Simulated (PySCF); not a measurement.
Isomers of C4H11ClP2Si, mass 183.979 u with the commonest isotopes. Computed with PBE0/pcSseg-1 in PySCF (dipole) on a GFN2-xTB geometry, gas phase. One conformer each, none proved a minimum here; rigid rotors.

Question: Order these by rotational constant B, smallest first.
A. `[CH2:1]=[CH:2][CH2:3][CH2:4][Si:5]([PH2:6])([PH2:7])[Cl:8]` with C1–C2–C3–C4 1°, C2–C3–C4–Si5 179°, C3–C4–Si5–P6 63°, C4–Si5–P6–H 169° and 77°, C4–Si5–P7–H -69° and -162°
B. `[PH2:1][Si:2]([PH2:3])([Cl:4])[CH2:5][CH:6]1[CH2:7][CH2:8]1` with H–P1–Si2–P3 -53° and 39°, P1–Si2–P3–H 32° and -61°, P1–Si2–C5–C6 38°, Si2–C5–C6–C7 153°
C. `[CH2:1]=[C:2]([CH3:3])[CH2:4][Si:5]([PH2:6])([PH2:7])[Cl:8]` with C1–C2–C4–Si5 -91°, C2–C4–Si5–P6 25°, C4–Si5–P6–H 170° and 78°, C4–Si5–P7–H -54° and 38°

Answer: A (547.9 MHz), B (626.8 MHz), C (692.5 MHz).

Question: Order these by dipole moment, largest first.
A. `[CH2:1]=[CH:2][CH2:3][CH2:4][Si:5]([PH2:6])([PH2:7])[Cl:8]` with C1–C2–C3–C4 1°, C2–C3–C4–Si5 179°, C3–C4–Si5–P6 63°, C4–Si5–P6–H 169° and 77°, C4–Si5–P7–H -69° and -162°
B. `[CH2:1]=[C:2]([CH3:3])[CH2:4][Si:5]([PH2:6])([PH2:7])[Cl:8]` with C1–C2–C4–Si5 -91°, C2–C4–Si5–P6 25°, C4–Si5–P6–H 170° and 78°, C4–Si5–P7–H -54° and 38°
C. `[PH2:1][Si:2]([PH2:3])([Cl:4])[CH2:5][CH:6]1[CH2:7][CH2:8]1` with H–P1–Si2–P3 -53° and 39°, P1–Si2–P3–H 32° and -61°, P1–Si2–C5–C6 38°, Si2–C5–C6–C7 153°

Answer: B (2.20 D), C (1.95 D), A (0.25 D).

Question: Order these by rotational constant C, largest first.
A. `[CH2:1]=[CH:2][CH2:3][CH2:4][Si:5]([PH2:6])([PH2:7])[Cl:8]` with C1–C2–C3–C4 1°, C2–C3–C4–Si5 179°, C3–C4–Si5–P6 63°, C4–Si5–P6–H 169° and 77°, C4–Si5–P7–H -69° and -162°
B. `[PH2:1][Si:2]([PH2:3])([Cl:4])[CH2:5][CH:6]1[CH2:7][CH2:8]1` with H–P1–Si2–P3 -53° and 39°, P1–Si2–P3–H 32° and -61°, P1–Si2–C5–C6 38°, Si2–C5–C6–C7 153°
C. `[CH2:1]=[C:2]([CH3:3])[CH2:4][Si:5]([PH2:6])([PH2:7])[Cl:8]` with C1–C2–C4–Si5 -91°, C2–C4–Si5–P6 25°, C4–Si5–P6–H 170° and 78°, C4–Si5–P7–H -54° and 38°

Answer: C (633.2 MHz), B (601.9 MHz), A (545.1 MHz).

| SMILES | point group | Ia (u·Å²) | Ib (u·Å²) | Ic (u·Å²) | κ | μa (D) | μb (D) | μc (D) |
| --- | --- | --- | --- | --- | --- | --- | --- | --- |
| C=CCC[Si](P)(P)Cl | near Cs | 469.26 | 922.38 | 927.10 | -0.99 | 0.23 | 0.10 | 0.04 |
| P[Si](P)(Cl)CC1CC1 | C1 | 430.92 | 806.31 | 839.58 | -0.91 | 0.07 | 0.87 | 1.74 |
| C=C(C)C[Si](P)(P)Cl | C1 | 429.50 | 729.75 | 798.15 | -0.78 | 0.75 | 1.24 | 1.65 |
